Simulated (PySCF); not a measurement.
# Polarisability and C₆ of B (boron, neutral)

[He] 2s2 2p1, 2P determinant. Calculation: PySCF 2.14, in aug-cc-pVQZ (6s5p4d3f2g, 80 functions); no relativity, point nucleus. Coupled (time-dependent) response in atomic units; α is the mean over directions.

| method | mean α (bohr³) | α xx, yy, zz | C₆ (like pair) | S(−4) |
| --- | --- | --- | --- | --- |
| UHF | 22.21 | 20.50, 25.63, 20.50 | 106.1 | 428.1 |
| PBE | 23.77 | 20.83, 29.66, 20.83 | 116.6 | 407.6 |
| PBE0 | 22.61 | 20.19, 27.45, 20.19 | 110.0 | 345.1 |
| B3LYP | 22.59 | 20.28, 27.20, 20.28 | 109.2 | 347.7 |
| wB97X-V | 21.99 | 20.01, 25.96, 20.01 | 107.0 | 307.0 |

S(−4) is the Cauchy moment in α(ω) = α(0) + S(−4) ω² + …

Reference α: 20.5 ± 0.1 bohr³ (recommended; Schwerdtfeger and Nagle, table of static dipole polarizabilities (2023 update)). Published C₆: 99.50 (Chu and Dalgarno (2004); Tang, Norbeck and Certain (1976)).

α(iu) at B3LYP:

```csv
u (hartree),α(iu) (bohr³)
0,22.59
0.0500,21.76
0.100,19.71
0.200,14.72
0.300,10.67
0.500,5.953
0.750,3.338
1.00,2.119
1.50,1.072
2.00,0.6490
3.00,0.3162
5.00,0.1279
```

A single London oscillator, α(iu) = α/(1 + u²/ω²), gives C₆ = (3/4) ω α². Matching the computed C₆ needs ω = 4 × 109.2 / (3 × 22.59²) = 0.285 hartree.

The components differ because the open shell of this determinant is not spherical; for a pure term their mean is the scalar polarisability.
